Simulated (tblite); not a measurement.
C4H8FO2S (doublet state).
Atom-mapped SMILES: `[CH3:1][S:2](=[O:3])(=[O:4])[CH2:5][CH2:6][CH:7][F:8]` (hydrogens: H9, H10, H11 on C1; H12, H13 on C5; H14, H15 on C6; H16 on C7)
Bond orders are those of one Lewis drawing.

Computed with GFN2-xTB (tblite), gas phase: L-BFGS steps from a force-field or distance-geometry start until the largest atomic force falls under 0.01 eV/Å.

Step 78: E = -779.5694 eV
```
atom  x, y, z in Å  |  force x, y, z in eV/Å
C1     -2.6009    0.4433   -0.0414    0.008   0.000   0.016
S2     -1.1434   -0.5530   -0.4734    0.012   0.003   0.020
O3     -1.2743   -1.8439    0.1402    0.014   0.008  -0.018
O4     -0.9558   -0.5028   -1.8967    0.007   0.020   0.022
C5      0.2505    0.3216    0.3193   -0.006   0.006   0.015
C6      1.5254   -0.3889   -0.1465   -0.013  -0.018   0.010
C7      2.7508    0.2218    0.3889    0.198  -0.123   0.093
F8      3.5813   -0.5410    1.1351   -0.196   0.197  -0.152
H9     -2.4596    1.4387   -0.4402   -0.020  -0.004  -0.018
H10    -3.4693   -0.0278   -0.4852    0.012   0.012  -0.023
H11    -2.6937    0.4540    1.0360    0.011   0.001   0.022
H12     0.1105    0.2473    1.3936    0.013  -0.027   0.001
H13     0.2241    1.3600    0.0022   -0.002  -0.019  -0.048
H14     1.4751   -1.4312    0.1730   -0.005  -0.016   0.012
H15     1.5130   -0.3712   -1.2450   -0.006   0.024   0.014
H16     3.1587    1.1820    0.1286   -0.029  -0.066   0.035
```

Step 79: E = -779.5702 eV
```
atom  x, y, z in Å  |  force x, y, z in eV/Å
C1     -2.5994    0.4462   -0.0442    0.001   0.000   0.010
S2     -1.1427   -0.5517   -0.4741    0.005   0.003   0.013
O3     -1.2773   -1.8426    0.1381    0.012  -0.002  -0.010
O4     -0.9515   -0.5011   -1.8969    0.005   0.021   0.015
C5      0.2501    0.3209    0.3208   -0.005   0.001   0.007
C6      1.5234   -0.3951   -0.1356   -0.010  -0.013   0.005
C7      2.7481    0.2224    0.3951    0.030  -0.048  -0.006
F8      3.6149   -0.5463    1.0781   -0.032   0.023   0.004
H9     -2.4595    1.4419   -0.4430   -0.009  -0.005  -0.013
H10    -3.4666   -0.0245   -0.4906    0.006   0.007  -0.015
H11    -2.6935    0.4561    1.0333    0.008   0.003   0.014
H12     0.1054    0.2528    1.3946    0.010  -0.014   0.005
H13     0.2267    1.3562   -0.0061    0.003  -0.011  -0.031
H14     1.4751   -1.4349    0.1928   -0.004  -0.011   0.007
H15     1.5109   -0.3889   -1.2347   -0.008   0.016   0.003
H16     3.1284    1.1976    0.1609   -0.011   0.031  -0.008
```

Q: Estimate the geometry and energy of step 80. (The exact step hangs on the optimiser's Hessian estimate; all steps are aligned on step 79, rigid shifts and turns removed.)

A: E = -779.5705 eV, largest force 0.060 eV/Å
```
atom  x, y, z in Å  |  force x, y, z in eV/Å
C1     -2.6001    0.4451   -0.0431    0.004   0.000   0.010
S2     -1.1429   -0.5521   -0.4735    0.010   0.005   0.014
O3     -1.2759   -1.8433    0.1383    0.011   0.002  -0.013
O4     -0.9528   -0.5004   -1.8964    0.005   0.018   0.015
C5      0.2502    0.3211    0.3207   -0.005   0.002   0.009
C6      1.5239   -0.3934   -0.1385   -0.014  -0.016   0.002
C7      2.7491    0.2218    0.3933    0.044  -0.040  -0.005
F8      3.6041   -0.5440    1.0948   -0.041   0.035  -0.004
H9     -2.4594    1.4403   -0.4429   -0.012  -0.003  -0.012
H10    -3.4674   -0.0256   -0.4892    0.008   0.006  -0.015
H11    -2.6941    0.4558    1.0343    0.008   0.003   0.015
H12     0.1073    0.2513    1.3947    0.010  -0.016   0.004
H13     0.2263    1.3572   -0.0041    0.000  -0.013  -0.033
H14     1.4750   -1.4341    0.1867   -0.004  -0.012   0.010
H15     1.5113   -0.3831   -1.2374   -0.007   0.017   0.003
H16     3.1377    1.1923    0.1508   -0.016   0.013   0.000
```

The energy changes by -0.0003 eV. The first-order estimate −F·Δx gives -0.0003 eV and the mean of the old and new forces, exact on a quadratic surface, -0.0003 eV. The step makes an angle of 83° with the force vector and moves no atom by more than 0.020 Å.

What follows is the cost of the whole relaxation. Hardware: one thread, Arm Neoverse V2 (aarch64) (shared host). Cost: 0.77 s of wall time.
